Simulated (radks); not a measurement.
Fractional charge and spin in the 4p shell of niobium: the spin-up occupation runs from 2 to 3 and the spin-down occupation from 2 to 3; the fullest corner is Nb2+, [Ar] 3d10 4s2 4d(up 1.5, down 1.5) 4p(up 3, down 3). All-electron calculation, scalar-relativistic Kohn-Sham, PBEsol, spin-polarised, spherical densities, finite nucleus; Fermi nuclear charge, rms radius of each element as measured or else 0.836 A^(1/3) + 0.57 fm. Program: a radial shooting solver on a logarithmic mesh with Libxc functionals. Energy (eV) above the fullest corner. The planes named below are the two flat planes that join the four corners, with an edge along up + down = one added electron.

| down \ up | 2 | 2.5 | 3 |
|---|---|---|---|
| 2 | 133.076 | 93.989 | 58.701 |
| 2.5 | 93.989 | 58.965 | 27.601 |
| 3 | 58.701 | 27.601 | 0.000 |

Corners above the fullest one (they belong to Nb3+ and the next ion): (up 3, down 2) 58.701 eV, (up 2, down 3) 58.701 eV, (up 2, down 2) 133.08 eV. With half an added electron in each spin the energy lies 0.264 eV from the planes, and with half an added electron in spin up alone -1.899 eV. The planes are only a guide here: the flat-plane condition holds for ground states with one frontier orbital, while this shell lies below other occupied shells, so the corners above the fullest one are inner-hole states and not the ground states of those ions.
